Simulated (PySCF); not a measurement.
PySCF input (B3PW91/6-31G* (5d)):

```python
from pyscf import gto, dft

mol = gto.M(
    atom='''
    C     2.86990500   -0.07346300    0.27203100
    C     1.62417500   -0.04157500    0.15395100
    B     0.18416900   -0.00471400    0.01745700
    Cl   -0.77667900    1.52718400   -0.12967100
    Cl   -0.86363400   -1.48519500   -0.02581000
    ''',
    basis='6-31g*',
    charge=-1,
    spin=0,
    verbose=4,
)

mf = dft.RKS(mol, xc='b3pw91')
mf.grids.level = 3
mf.conv_tol = 1e-9
mf.max_cycle = 100
mf.max_memory = 1500
mf.kernel()
if not mf.converged:
    mf = mf.newton()
    mf.kernel(mf.make_rdm1())
mf.dip_moment()
```

From the output:

```
[INPUT]  3 B      0.184169000000  -0.004714000000   0.017457000000 AA    0.348028970635  -0.008908168951   0.032988948957 Bohr   0.0
[INPUT]  4 Cl    -0.776679000000   1.527184000000  -0.129671000000 AA   -1.467710596701   2.885959501818  -0.245042676298 Bohr   0.0
[INPUT]  5 Cl    -0.863634000000  -1.485195000000  -0.025810000000 AA   -1.632031731863  -2.806611791573  -0.048773831275 Bohr   0.0

nuclear repulsion = 196.803670167878
number of shells = 34
number of NR pGTOs = 183
number of NR cGTOs = 78
basis = 6-31g*
ecp = {}

******** <class 'pyscf.dft.rks.RKS'> ********
method = RKS
initial guess = minao
damping factor = 0
level_shift factor = 0
DIIS = <class 'pyscf.scf.diis.CDIIS'>
diis_start_cycle = 1
diis_space = 8
diis_damp = 0
SCF conv_tol = 1e-09
SCF conv_tol_grad = None
SCF max_cycles = 100
direct_scf = True
direct_scf_tol = 1e-13
XC library pyscf.dft.libxc version 7.1.2
    S. Lehtola, C. Steigemann, M. J. T. Oliveira, and M. A. L. Marques,  SoftwareX 7, 1–5 (2018)
XC functionals = b3pw91
    A. D. Becke,  J. Chem. Phys. 98, 5648 (1993)
radial grids:
    Treutler-Ahlrichs [JCP 102, 346 (1995); DOI:10.1063/1.469408] (M4) radial grids

becke partition: Becke, JCP 88, 2547 (1988); DOI:10.1063/1.454033
pruning grids: <function nwchem_prune>
grids dens level: 3
symmetrized grids: False
atomic radii adjust function: <function treutler_atomic_radii_adjust>
small_rho_cutoff = 0
Set gradient conv threshold to 3.16228e-05
Initial guess from minao.
tot grids = 80048
init E= -1021.71568646545
  HOMO = -0.319399638097376  LUMO = -0.126037009152297  gap/eV = 5.26167
cycle= 1 E= -1021.24784756424  delta_E= 0.468  |g|=  0.5  |ddm|= 2.77
  HOMO = 0.0668372347724309  LUMO = 0.153547819705737  gap/eV = 2.35952
cycle= 2 E= -1021.06224249269  delta_E= 0.186  |g|= 0.907  |ddm|= 1.89
  HOMO = -0.0470674912829612  LUMO = 0.136980289461097  gap/eV = 5.00820
cycle= 3 E= -1021.31127182887  delta_E= -0.249  |g|= 0.257  |ddm|= 1.32
  HOMO = -0.0431838775776008  LUMO = 0.120914027138713  gap/eV = 4.46533
cycle= 4 E= -1021.32927284332  delta_E= -0.018  |g|= 0.101  |ddm|= 0.326
  HOMO = -0.0521455859806865  LUMO = 0.11755870372366  gap/eV = 4.61789
cycle= 5 E= -1021.33182828428  delta_E= -0.00256  |g|= 0.0186  |ddm|= 0.11
  HOMO = -0.0520488027853783  LUMO = 0.118766457742536  gap/eV = 4.64812
cycle= 6 E= -1021.33192152138  delta_E= -9.32e-05  |g|= 0.00328  |ddm|= 0.0252
  HOMO = -0.0517394860604488  LUMO = 0.119310722501027  gap/eV = 4.65451
cycle= 7 E= -1021.33192452545  delta_E= -3e-06  |g|= 0.00102  |ddm|= 0.00442
  HOMO = -0.0519721167088418  LUMO = 0.119197768208807  gap/eV = 4.65777
cycle= 8 E= -1021.33192490415  delta_E= -3.79e-07  |g|= 0.000267  |ddm|= 0.00212
  HOMO = -0.0519802500363853  LUMO = 0.119209685566298  gap/eV = 4.65832
cycle= 9 E= -1021.33192492837  delta_E= -2.42e-08  |g|= 2.87e-05  |ddm|= 0.000471
  HOMO = -0.051980309839605  LUMO = 0.11921062239517  gap/eV = 4.65834
cycle= 10 E= -1021.33192492887  delta_E= -5.07e-10  |g|= 1.07e-05  |ddm|= 8.43e-05
  HOMO = -0.0519822389982316  LUMO = 0.119211014087057  gap/eV = 4.65841
Extra cycle  E= -1021.33192492887  delta_E= 2.73e-12  |g|= 1.13e-05  |ddm|= 3.77e-05
converged SCF energy = -1021.33192492887

WARN: System has nonzero charge -1; the dipole moment is origin-dependent.
Location of origin: [0. 0. 0.]

Dipole moment(X, Y, Z, Debye): -6.60960,  0.16919, -0.62652
```

The dipole moment of an ion depends on the origin.

The geometry given is a B3LYP-D3(BJ)/def2-TZVP minimum.
